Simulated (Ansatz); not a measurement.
Gas-phase electronic energies from Ansatz, PBE0-D4/def2-TZVP geometries. CCSD(T)/CBS adds triple-zeta CCSD(T) − MP2 to the extrapolated MP2 energy (def2 sets, frozen cores). This one scheme is used for every species. Functionals use def2-TZVPP. B3LYP here is the variant with VWN-RPA as its local correlation; programs differ in this. For Ge outer-core shells are correlated without core-valence functions, which leaves a few kJ/mol of doubt a bond. Scalar relativity is left out up to krypton. One conformer a species, not always the lowest.

`[NH2][GeH2][O][GeH2][NH2]` + `N[SiH2]N` → `N[SiH2][NH][GeH2][NH2]` + `[NH2][GeH2][OH]`  (ligand exchange at a Ge–O bond)

```tsv
level	ΔE (kJ/mol)
PBE0-D4	35.7
B3LYP	37.6
HF/def2-TZVPP	41.3
HF/CBS(def2)	41.2
```

(1) What does CCSD(T)/CBS give? (An estimate is asked.)

Largest T1 diagnostic among the species: 0.012.

## Answers

(1) Computed: +36.2 kJ/mol. The listed levels differ from it by -0.5, 1.4, 5.1, 5.0 kJ/mol.

In def2-TZVPP, CCSD(T) changes the Hartree–Fock value by −3.8 kJ/mol (the triples alone add +0.2 kJ/mol) and MP2 by −3.7 kJ/mol.
